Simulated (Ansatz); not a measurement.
Consider the ligand exchange at the Si–O bond: `CB(F)O[SiH3]` + `OBF` → `FBO[SiH3]` + `CB(O)F`.

Computed with Ansatz on PBE0-D4/def2-TZVP structures; ΔE is electronic, products minus reactants. CBS: MP2 limit from def2 TZ/QZ plus the TZ coupled-cluster correction, frozen cores. This one scheme is used for every species. DFT in def2-TZVPP. One conformer a species, not always the lowest.

| level | ΔE (eV) |
| --- | --- |
| LDA (SPW92) | -0.01 |
| BLYP-D4 | 0.01 |
| BLYP | -0.02 |
| MP2/def2-SVP | 0.01 |
| MP2/def2-TZVPP | 0.00 |
| SCS-MP2/def2-TZVPP | 0.00 |
| HF/def2-QZVPP | -0.01 |
| MP2/CBS(def2) | 0.00 |

Q: What does CCSD(T)/CBS give? (Estimate.)

A: Ansatz gave: 0.00 eV. The listed levels differ from it by -0.01, 0.01, -0.02, 0.01, 0.00, 0.00, -0.01, 0.00 eV.

Largest T1 diagnostic among the species: 0.013.

Leaving LDA and LC-ωPBE aside and taking each functional with its dispersion term where it has one, the values, not all of them listed here, spread over 0.02 eV, from B2PLYP to revPBE-D4.
